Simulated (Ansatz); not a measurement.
Relaxation of Cl2F3Zr (6 atoms, charge 0, multiplicity 2), to a largest force component of 0.03 eV/Å in at most 50 steps.

Computed with UKS PBE-D4/def2-SVP in Ansatz 0.2.0.

```xyz
6
Properties=species:S:1:pos:R:3
Zr 0.000 0.000 -0.439
Cl -0.001 0.000 3.260
F 1.875 0.000 -0.752
F -0.937 1.623 -0.753
F -0.937 -1.623 -0.753
Cl 0.001 0.000 5.338
```

Problem. Where does it end, and by what steps?

Solution. It converged. The force dipped under the threshold on the way, but the program's further checks kept it going. After 10 steps the energy has fallen by 2.400 eV; Cl2 moved furthest, 0.85 Å. Parted: Cl2–Cl6 (2.08 → 2.82 Å). Joined: Zr1–Cl2 (3.70 → 2.37 Å).

| step | energy less start (eV) | largest force component (eV/Å) | accepted |
| --- | --- | --- | --- |
| 0 | 0.0000 | 1.752 | yes |
| 1 | -0.3650 | 2.135 | yes |
| 2 | -0.9984 | 3.180 | yes |
| 3 | -1.8555 | 3.198 | yes |
| 4 | -2.3480 | 0.879 | yes |
| 5 | -2.3933 | 0.117 | yes |
| 6 | -2.3973 | 0.076 | yes |
| 7 | -2.3976 | 0.005 | yes |
| 8 | -2.3978 | 0.006 | yes |
| 9 | -2.3982 | 0.011 | yes |
| 10 | -2.4001 | 0.020 | yes |

```xyz
6
Properties=species:S:1:pos:R:3
Zr -0.008 0.000 0.050
Cl -0.125 0.000 2.419
F 1.797 0.000 -0.539
F -0.878 1.544 -0.631
F -0.878 -1.544 -0.631
Cl 0.093 0.000 5.233
```

The run took 35 s on 4 threads of Arm Neoverse V2 (shared host), peak memory 0.27 GiB.
